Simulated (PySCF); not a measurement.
## Spinor energies of Cr²⁺ (chromium, charge +2)

Start: [Ar] 3d3 4p1; 3d5/2 filled at m_j = +1/2, +3/2, +5/2; 4p3/2 filled at m_j = +3/2. Calculated with PySCF 2.14 in x2c-TZVPall-2c with one added diffuse shell each of s, p, d type (7s8p5d1f, 63 functions): generalised Hartree-Fock with the X2C-1e Hamiltonian and a Gaussian nucleus; one run each with spin-orbit coupling (SO) switched off, then screened by Boettger's factors. This is a chosen level, not necessarily the ground level.

| spinor shell | electrons | ε, spin-free (eV) | ε, screened SO (eV) | weight of nominal j (screened SO) | rms radius, screened SO (bohr) |
| --- | --- | --- | --- | --- | --- |
| 1s1/2 | 2 | -6073.3 | -6073.3 | 1.000 | 0.0734 |
| 2s1/2 | 2 | -755.62 | -755.64 | 1.000 | 0.316 |
| 2p1/2 | 2 | -636.77 | -642.54 | 0.990 | 0.285 |
| 2p3/2 | 4 | -636.77 | -633.99 | 0.995 | 0.288 |
| 3s1/2 | 2 | -122.04 | -122.06 | 1.000 | 0.953 |
| 3p3/2 | 4 | -86.474 | -87.151 | 0.835 | 1.02 |
| 3p1/2 | 2 | -86.474 | -85.202 | 0.670 | 1.02 |
| 3d5/2 | 3 | -40.621 | -40.620 | 0.790 | 1.23 |
| 4p3/2 | 1 | -18.891 | -18.858 | 1.000 | 3.26 |

| quantity | spin-free | screened SO |
| --- | --- | --- |
| E (hartree) | -1048.45974 | -1048.46818 |
| M_J | 6 | 6 |
| ⟨J²⟩ | 42.004 | 42.004 |
| ⟨L²⟩ | 20.004 | 20.010 |
| ⟨S²⟩ | 6.001 | 5.999 |

Each row is a mean over spinors that exchange with the open shell spreads, by up to 11.826 eV (3p3/2).

Rows whose weight is well below 1 are mixtures of j = l ± 1/2: exchange outweighs spin-orbit coupling there, and the label is only the starting occupation.

Without spin-orbit coupling the j labels of p, d and f shells carry no meaning; the spin-free column gives the mean over the occupied spinors of each nl shell.
